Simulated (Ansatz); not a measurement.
`BCCl` + `Cl[SiH]1N[SiH2]1` → `BN1[SiH2][SiH]1Cl` + `CCl` at 600 K and 1 bar (ligand exchange at a B–C bond).

Calculated with Ansatz (gas phase, PBE0-D4/def2-TZVP geometries, no zero-point term in ΔE). CBS: MP2 limit from def2 TZ/QZ plus the TZ coupled-cluster correction, frozen cores. This one scheme is used for every species.

```tsv
species	CCSD(T)/CBS energy (Eh)	H − E (kJ/mol)	S (J/(mol·K))
`BCCl`	-525.00385	164.4	336.6
`Cl[SiH]1N[SiH2]1`	-1095.09347	166.3	398.9
`BN1[SiH2][SiH]1Cl`	-1120.50903	208.9	451.1
`CCl`	-499.63220	125.0	268.9
```

H − E and S are ideal-gas, rigid-rotor, harmonic terms from PBE0-D4/def2-TZVP, for one conformer and one mirror image of each species. 1 Eh = 2625.50 kJ/mol, R = 8.31446 J/(mol·K).

Q: By hand: ΔE, ΔH, ΔS and ΔG.

A: ΔE = (-1120.50903) + (-499.63220) − (-525.00385) − (-1095.09347) = -0.04391 Eh = -115.3 kJ/mol. Δ(H − E) = 208.9 + 125.0 − 164.4 − 166.3 = 3.2, so ΔH = -112.1 kJ/mol. ΔS = 451.1 + 268.9 − 336.6 − 398.9 = -15.5 J/(mol·K). ΔG = -112.1 − 600 × (-15.5)/1000 = -102.8 kJ/mol.

Q: By hand: the equilibrium constant, and the temperature at which ΔG would vanish if ΔH and ΔS stayed fixed.

A: log₁₀ K = −ΔG/(RT ln 10) = 8.9. ΔG = 0 at ΔH/ΔS = 7232 K, far beyond where these terms or the molecules hold.

ΔH outweighs TΔS. A doubt of 5 kJ/mol in ΔE shifts log₁₀ K by 0.4 here. Other conformers and mirror images would add mixing entropy, several J/(mol·K) or more a flexible species. These are equilibria of isolated gas molecules and say nothing of rates. Largest T1 diagnostic: 0.013 (customary marks: 0.02 for closed shells, 0.045 for open ones).
